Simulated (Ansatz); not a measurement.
An input meant for the cluster Mg₂O₃H₂⁺ (charge 1, doublet).

```yaml
crystal:
  periodic: [false, false, false]
  atoms:
    - {symbol: Mg, position_ang: [0.471126, 0.718667, -0.844842]}
    - {symbol: Mg, position_ang: [0.127830, -0.805871, 0.886868]}
    - {symbol: O, position_ang: [1.774386, -0.257628, 0.125021]}
    - {symbol: O, position_ang: [-0.793333, -0.861693, -0.915942]}
    - {symbol: O, position_ang: [-0.634066, 1.069415, 0.815664]}
    - {symbol: H, position_ang: [-0.611089, -1.590605, -1.521482]}
    - {symbol: H, position_ang: [-0.334854, 1.727705, 1.454714]}
basis:
  gaussian: {orbitals: "6-31++G**"}
total_charge: 1
magnetization: {spin_polarized: true, initial_magnetization: 1}
hamiltonian: {xc: {name: B3LYP}}
accuracy: high
kpoints: {mp_grid: {grid: [2, 2, 2]}}
output: {forces: true}
```

```sh
$ ansatz run in.yaml --threads 4 --pin off --events-out ev --progress --plain --max-ram 3916MiB
```

Shortened log:

```
Error: invalid value for `basis.gaussian`: such a run doesn't read kpoints; remove what it names
```

In this input the input holds a key that doesn't belong there. The input was rejected before any iteration.
